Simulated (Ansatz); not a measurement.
Basis sets compared for the cluster K₃Na₃. The state is a singlet with charge 0. Geometry r2SCAN/def2-SVP. Ansatz on 4 threads of Intel Xeon on a shared host; times are rough, and most runs start from earlier orbitals.

```xyz
6

Na    3.303    0.820    0.167
Na   -0.122    0.566   -0.325
Na   -2.880    0.391    1.790
K     1.685   -1.495   -3.076
K     0.771    1.529    3.354
K    -2.757   -1.811   -1.908
```

The restricted singlet is unstable towards broken spin symmetry in Hartree–Fock (as tested in another run); at PBE/def2-SVP, PBE/def2-TZVP, PBE/def2-TZVPD, r2SCAN/def2-TZVP and others this wasn't settled. The structure comes from a short search, and lower isomers may exist.

```tsv
level	functions	energy (Eh)	HOMO (eV)	LUMO (eV)	wall time
PBE/def2-SVP	117	-2285.2607	-2.55	-1.69	5 s
PBE/def2-TZVP	195	-2285.6745	-2.52	-1.68	6.5 s
r2SCAN/def2-TZVP (with forces)	195	-2286.4493	-2.45	-1.54	14 s
PBE0/def2-SVP	117	-2285.4455	-2.84	-1.28	6.5 s
PBE0/def2-TZVP	195	-2285.8537	-2.82	-1.28	9 s
```

(1) Estimate the rows for PBE/def2-TZVPD, r2SCAN/def2-TZVPD, PBE0/def2-TZVPD.

Answers

(1) 
```json
{"level": "PBE/def2-TZVPD", "functions": "213", "energy (Eh)": "-2285.6749", "HOMO (eV)": "-2.52", "LUMO (eV)": "-1.68", "wall time": "7.5 s"}
{"level": "r2SCAN/def2-TZVPD", "functions": "213", "energy (Eh)": "-2286.4495", "HOMO (eV)": "-2.45", "LUMO (eV)": "-1.55", "wall time": "16 s"}
{"level": "PBE0/def2-TZVPD", "functions": "213", "energy (Eh)": "-2285.8540", "HOMO (eV)": "-2.82", "LUMO (eV)": "-1.29", "wall time": "13 s"}
```
